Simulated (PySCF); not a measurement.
A GIAO shielding run with PySCF (density fitting, non-relativistic, gas phase) on SMILES C#C[C@@H](C)[Si@H](OC)[SiH2]P, C$_{5}$H$_{13}$OPSi$_{2}$:

```
$ OMP_NUM_THREADS=1 python probes_run.py task.json out

{"job": {"kind": "nmr", "xc": "PBE0", "basis": "pcSseg-1"}, "charge": 0, "multiplicity": 1}
C     -1.736287     2.680720     0.290519
C     -1.487795     1.516381     0.420568
C     -1.196529     0.105640     0.536947
C     -2.492088    -0.709176     0.469509
Si     0.059993    -0.425102    -0.838349
O      0.267370    -2.039970    -0.845470
C      0.928431    -2.878716     0.052734
Si     2.076723     0.665323    -0.500586
P      1.942124     2.842990    -1.005544
H     -1.960081     3.700981     0.193990
H     -0.738709    -0.055017     1.523523
H     -2.272673    -1.772500     0.538807
H     -3.004554    -0.526176    -0.471906
H     -3.164219    -0.438191     1.282852
H     -0.590947    -0.335135    -2.143102
H      0.968444    -3.875341    -0.388317
H      1.945558    -2.523783     0.237939
H      0.392368    -2.930986     1.003861
H      2.626115     0.494239     0.863642
H      3.164834     0.163264    -1.356624
H      3.105459     3.183273    -0.344038
H      1.156052     3.176667     0.077412
```

Hardware: 1 thread of an Arm Neoverse V2, shared host. The job also computes population analyses, field gradients.

Q: How large is the calculation?

A: 94 electrons, 239 basis functions and 1309 auxiliary functions.

Q: How long does it take, and how much memory does it need?

A: 61 s of wall time, with 15 SCF cycles and 5 response iterations; peak memory 1.1 GiB. Times on a shared host scatter by some tens of per cent.
